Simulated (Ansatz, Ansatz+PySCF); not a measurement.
```yaml
atoms:
  - { symbol: C, position_ang: [-0.7736, -0.3072, 0.1956] }
  - { symbol: C, position_ang: [0.6879, -0.4243, -0.1223] }
  - { symbol: C, position_ang: [0.2131, 0.7821, -0.1055] }
  - { symbol: H, position_ang: [-1.1246, -0.4598, 1.2291] }
  - { symbol: H, position_ang: [-1.5242, -0.5921, -0.5594] }
  - { symbol: H, position_ang: [1.5244, -1.1049, -0.2588] }
  - { symbol: H, position_ang: [0.3600, 1.8533, -0.2176] }
```

Basis set: def2-SVP (spherical functions). Left uncorrelated: 3 orbitals. Charge 0, multiplicity 3.

Computed with Ansatz (development build ahead of 0.2.0); each method stands on the lowest determinant of its kind that the runs found.

The atomization energy at this shape (free ground-state atoms in the same class of orbitals less the molecule, no zero-point energy) of triplet C3H4:

| method | atomization energy |
| --- | --- |
| UHF | 431.06 kcal/mol |

(1) What does UHF-MP2 give?

Results:

(1) 558.46 kcal/mol. Caution: another spin multiplicity may lie lower.
